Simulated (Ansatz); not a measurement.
Compare A (`C/C=C\C[SiH3]`) with its isomer B (`C[SiH2]C1CC1`).

Computed with Ansatz on PBE0-D4/def2-TZVP structures; ΔE is electronic, products minus reactants. CCSD(T)/CBS adds triple-zeta CCSD(T) − MP2 to the extrapolated MP2 energy (def2 sets, frozen cores). DFT in def2-TZVPP. B3LYP here is the variant with VWN-RPA as its local correlation; programs differ in this. One conformer a species, not always the lowest.

A:

```xyz
15

C     1.3209   -0.8257   -1.4109
C     1.5575   -0.2483   -0.0574
C     0.7456    0.5602    0.6211
C    -0.5983    1.0511    0.1964
Si   -1.9554   -0.0373    0.9219
H     1.2966   -1.9193   -1.3669
H     0.3816   -0.4932   -1.8538
H     2.1314   -0.5591   -2.0965
H     2.4959   -0.5255    0.4165
H     1.0650    0.8769    1.6111
H    -0.7123    1.0588   -0.8907
H    -0.7614    2.0763    0.5424
H    -1.8179   -0.1052    2.4015
H    -3.3048    0.5033    0.5958
H    -1.8443   -1.4130    0.3694
```

B:

```xyz
15

C     2.1685    0.9445    0.0060
Si    0.4042    0.9082    0.6273
C    -0.4142   -0.7254    0.3072
C    -1.9112   -0.8037    0.1462
C    -1.0338   -0.9961   -1.0424
H     2.6258    1.9216    0.1786
H     2.7759    0.1940    0.5179
H     2.2052    0.7355   -1.0657
H    -0.4068    1.9464   -0.0755
H     0.3855    1.2228    2.0853
H     0.0400   -1.5905    0.7830
H    -2.4813    0.1158    0.2149
H    -2.4159   -1.6710    0.5538
H    -0.9371   -1.9948   -1.4504
H    -1.0047   -0.2074   -1.7861
```

**Question.** Which isomer does CCSD(T)/CBS put lower? Give the gap. (Best estimate.)

**Answer.** Computed: B, by 10.8 kJ/mol.

**Question.** Give E(B) − E(A) in kJ/mol with CCSD(T)/def2-TZVPP, ωB97M-V, CCSD/def2-TZVPP, PBE-D4, B3LYP, r2SCAN-D4, B2PLYP. (Best estimate.)

**Answer.** Computed: CCSD(T)/def2-TZVPP -10.4, ωB97M-V -18.3, CCSD/def2-TZVPP -11.7, PBE-D4 -15.0, B3LYP -2.8, r2SCAN-D4 -18.4, B2PLYP -7.9. None reverses the order clearly.

Largest T1 diagnostic: 0.010.

From PBE to PBE0 (25 % exact exchange), in def2-TZVPP and without D4, E(B) − E(A) moves by −7.4 kJ/mol. In def2-TZVPP, CCSD(T) changes the Hartree–Fock value by −9.6 kJ/mol (the triples alone add +1.3 kJ/mol) and MP2 by −21.0 kJ/mol.
